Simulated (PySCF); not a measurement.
# Electron correlation in B (boron, neutral)

[He] 2s1 2p2, high-spin 4P determinant (an excited configuration). All numbers are calculated (PySCF 2.14, the spin-free X2C one-electron Hamiltonian (Gaussian nucleus), in aug-cc-pVQZ-DK (6s5p4d3f2g, 80 functions)). Frozen: 1s2; 3 electrons correlated.

```
  level  correlation energy (mhartree)
   CCSD                         -16.76
    (T)                          -0.12
CCSD(T)                         -16.88
```

Diagnostics: T1 = 0.0041, D1 = 0.0064, largest double amplitude 0.032.

Problem. Is a single reference adequate?

Solution. Yes: T1 lies below 0.03 and no double amplitude reaches 0.07.
